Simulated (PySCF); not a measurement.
FGa, charge -1, doublet, geometry from GFN2-xTB (such geometries of metal compounds can be far from the true shape) (a state made from the parent by changing its charge; the spin is typed, not shown lowest) (in this run its highest filled SCF level lies above zero, so its values depend strongly on the basis, on diffuse functions most of all); PySCF with PBE0/cc-pVDZ.

Input for PySCF:
```python
from pyscf import gto, scf, dft

mol = gto.M(
    atom='''
Ga   -0.000000   -0.000000   -0.452053
F     0.000000    0.000000    1.557071
''',
    basis='cc-pvdz',
    charge=-1,
    spin=1,
    verbose=4,
)

mf = dft.UKS(mol)
mf.xc = 'pbe0'
mf.kernel()
```

It wrote (shortened):

```
PySCF version 2.14.0

[INPUT] verbose = 4
[INPUT] num. atoms = 2
[INPUT] num. electrons = 41
[INPUT] charge = -1
[INPUT] spin (= nelec alpha-beta = 2S) = 1
[INPUT] symmetry False subgroup None
[INPUT] Mole.unit = angstrom
[INPUT] Symbol           X                Y                Z      unit          X                Y                Z       unit  Magmom
[INPUT]  1 Ga     0.000000000000   0.000000000000  -0.452053000000 AA    0.000000000000   0.000000000000  -0.854256363788 Bohr   0.0
[INPUT]  2 F      0.000000000000   0.000000000000   1.557071000000 AA    0.000000000000   0.000000000000   2.942437746503 Bohr   0.0

nuclear repulsion = 73.4849824334785
number of shells = 11
number of NR pGTOs = 103
number of NR cGTOs = 41
basis = cc-pvdz
ecp = {}

******** <class 'pyscf.dft.uks.UKS'> ********
method = UKS
initial guess = minao
damping factor = 0
level_shift factor = 0
DIIS = <class 'pyscf.scf.diis.CDIIS'>
diis_start_cycle = 1
diis_space = 8
diis_damp = 0
SCF conv_tol = 1e-09
SCF conv_tol_grad = None
SCF max_cycles = 50
direct_scf = True
direct_scf_tol = 1e-13
number electrons alpha = 21  beta = 20
XC library pyscf.dft.libxc version 7.1.2
    S. Lehtola, C. Steigemann, M. J. T. Oliveira, and M. A. L. Marques,  SoftwareX 7, 1–5 (2018)
XC functionals = pbe0
    C. Adamo and V. Barone,  J. Chem. Phys. 110, 6158 (1999)
    M. Ernzerhof and G. E. Scuseria,  J. Chem. Phys. 110, 5029 (1999)
radial grids:
    Treutler-Ahlrichs [JCP 102, 346 (1995); DOI:10.1063/1.469408] (M4) radial grids

becke partition: Becke, JCP 88, 2547 (1988); DOI:10.1063/1.454033
pruning grids: <function nwchem_prune>
grids dens level: 3
symmetrized grids: False
atomic radii adjust function: <function treutler_atomic_radii_adjust>
small_rho_cutoff = 0
Set gradient conv threshold to 3.16228e-05
tot grids = 35168
init E= -2023.67265496609

cycle= 1 E= -2024.22671043172  delta_E= -0.554  |g|= 0.541  |ddm|= 0.794
cycle= 2 E= -2022.4862368714  delta_E= 1.74  |g|= 2.07  |ddm|= 1.48
cycle= 3 E= -2024.34305839553  delta_E= -1.86  |g|= 0.048  |ddm|= 1.22
cycle= 4 E= -2024.34443094406  delta_E= -0.00137  |g|= 0.0289  |ddm|= 0.107
cycle= 5 E= -2024.34487744594  delta_E= -0.000447  |g|= 0.00585  |ddm|= 0.0329
cycle= 6 E= -2024.34489200784  delta_E= -1.46e-05  |g|= 0.000585  |ddm|= 0.00549
cycle= 7 E= -2024.3448923584  delta_E= -3.51e-07  |g|= 0.000155  |ddm|= 0.00105
cycle= 8 E= -2024.34489239205  delta_E= -3.36e-08  |g|= 7.11e-05  |ddm|= 0.000326
cycle= 9 E= -2024.34489239838  delta_E= -6.33e-09  |g|= 1.4e-05  |ddm|= 0.000129
cycle= 10 E= -2024.34489239904  delta_E= -6.63e-10  |g|= 4e-06  |ddm|= 5.28e-05
Extra cycle  E= -2024.34489239908  delta_E= -3.46e-11  |g|= 2.76e-06  |ddm|= 1.1e-05
converged SCF energy = -2024.34489239908  <S^2> = 0.75341303  2S+1 = 2.0034101
```
